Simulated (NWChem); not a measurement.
A series in which one site is exchanged, each optimised at PBE0/def2-SVP with NWChem, gas phase unless a solvent is named. All stand in one matching conformer (torsions within 35°), which need not be the lowest. This build's default masses of Se (78.918 u) and Br (79.917 u) are each other's, which moves their modes by up to 0.6 %. Shieldings are non-relativistic GIAO values without spin-orbit effects.

A: [NH2][Al]([Cl])[Br] (AlNH2BrCl; site = Br)
B: [Cl][AlH][NH2] (AlNH3Cl; site = H)
C: [NH2][Al]([Cl])[Cl] (AlNH2Cl2; site = Cl)
D: [NH2][Al]([F])[Cl] (AlNH$_{2}$ClF; site = F)

Rank them by Al absolute shielding, PBE0/pcSseg-1 (ppm), lowest first.

B (390.8), A (402.7), C (412.7), D (442.5)
